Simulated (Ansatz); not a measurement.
`C[Si](Cl)(Cl)Cl`, charge 0, multiplicity 1.

Task: Give a relaxed structure at PBE0-D4/def2-TZVP (Ansatz 0.2.0). (Best estimate.)

Result: Ansatz gave: 
Z-matrix (Å, degrees):
```
C
Si 1 1.841
H 1 1.092 2 110.0
H 1 1.092 2 110.0 3 120.0
H 1 1.092 2 110.0 3 -120.0
Cl 2 2.039 1 110.6 3 180.0
Cl 2 2.039 1 110.6 3 -60.0
Cl 2 2.039 1 110.6 3 60.0
```
Point group C3v.
